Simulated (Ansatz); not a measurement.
CF2 (SMILES F[C]F, charge +1) moved off its minimum; all values from Ansatz (a quantum-chemistry and plane-wave program), cores frozen in correlated methods. Open shells are unrestricted.
(charge 1, multiplicity 2)
```xyz
3

F     -1.1248    -0.1259    -0.0579
C     -0.0495     0.5305    -0.1413
F      0.9949    -0.0511     0.0256
```

Forces at HF/def2-TZVPP (eV/Å):

```
atom      Fx      Fy      Fz
----  ------  ------  ------
F1     3.157   2.729  -0.408
C2    -2.317  -4.022   0.710
F3    -0.840   1.293  -0.302
```

Q: Give the forces (eV/Å), the total energy and the dipole at CCSD(T)/cc-pVTZ.

A: 
```csv
atom,Fx,Fy,Fz
F1,1.340,1.723,-0.288
C2,-2.469,-2.027,0.297
F3,1.129,0.303,-0.009
```
Energy -237.0037 hartree.
